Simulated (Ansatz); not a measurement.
HFSSi, SMILES `F[Si]S` (excited triplet; F–Si–S–H torsion 89°) (charge 0, multiplicity 3). This triplet is an excited state, 2.28 eV above the relaxed singlet at the level frozen-core CCSD(T)/cc-pVTZ // PBE0-D3(BJ)/def2-TZVP (Ansatz, a first-principles code).

Cartesian coordinates (Å):
```xyz
4

F      1.9597    -0.5093     0.1759
Si     0.8244     0.5027    -0.3461
S     -1.1034     0.4589     0.4921
H     -1.6807    -0.4524    -0.3219
```
Charge 0, spin multiplicity 3.

Frozen-core energies in 6-31g from Ansatz at a geometry from PBE0-D3(BJ)/def2-TZVP; the HF reference has <S^2> = 2.01 and the T1 diagnostic is 0.017.

```csv
level,energy (Ha)
HF,-786.33557
MP2,-786.53903
CCSD,-786.55400
CCSD(T),-786.55765
```

Q: Estimate the energies of CCSDT and CCSDT(Q), and give each level's difference from CCSDT(Q).

A: 
```tsv
level	energy (Ha)	difference from CCSDT(Q) (mHa)
MP2	-786.53903	19.73
CCSD	-786.55400	4.76
CCSD(T)	-786.55765	1.11
CCSDT	-786.55822	0.54
CCSDT(Q)	-786.55876	0.00
```
